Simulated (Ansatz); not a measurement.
A search over several starts for the lowest SCF solution of the cluster TaSe₂ at the given spin, in a small basis.

```yaml
crystal:
  periodic: [false, false, false]
  atoms:
    - {symbol: Ta, position_ang: [0.803285, 0.331712, -0.276343]}
    - {symbol: Se, position_ang: [-0.296206, 0.826520, 1.635906]}
    - {symbol: Se, position_ang: [-0.507089, -1.158242, -1.359563]}
basis:
  gaussian: {orbitals: def2-SVP}
magnetization: {spin_polarized: true, initial_magnetization: 1}
hamiltonian: {xc: pbe0, dispersion: d4}
output: {orbitals: {seedname: orbitals}}
```

```sh
$ ansatz run in.yaml --threads 4 --pin off --events-out ev --progress --plain --max-ram 3916MiB
```

Output, abridged:

```
Functional definition: PBE0
931 factors; integrals over basis functions are off by at most 7.2e-4 eV
mean field evaluation 1: about -132217.5986 eV, gradient 1.9e1 eV
mean field evaluation 2: about -132188.6609 eV, gradient 7.9e1 eV
mean field evaluation 4: about -132219.6688 eV, gradient 5.4e0 eV
mean field evaluation 8: about -132219.8674 eV, gradient 1.4e-1 eV
mean field evaluation 16: about -132219.8695 eV, gradient 2.6e-3 eV
mean field evaluation 32: about -132219.7700 eV, gradient 1.6e0 eV
mean field -132219.86947401 eV, -4858.9905813233 hartree, gradient 1.9e-5 eV, S^2 0.779596; 2 other end points of the search recorded, 0 dependent functions left out
reference -132219.86950061 eV, -4858.9905823009 hartree; 41, 40 occupied and 55, 56 virtual orbitals, 931 factors
Total energy: -132219.97581867 eV, -4858.9944894176 hartree
```

It took 2.6 s on 4 threads of AMD EPYC 7B13 on a shared host.

In the def2 sets Ta takes a core potential; there is no spin–orbit coupling. The structure comes from a short search, and lower isomers may exist.
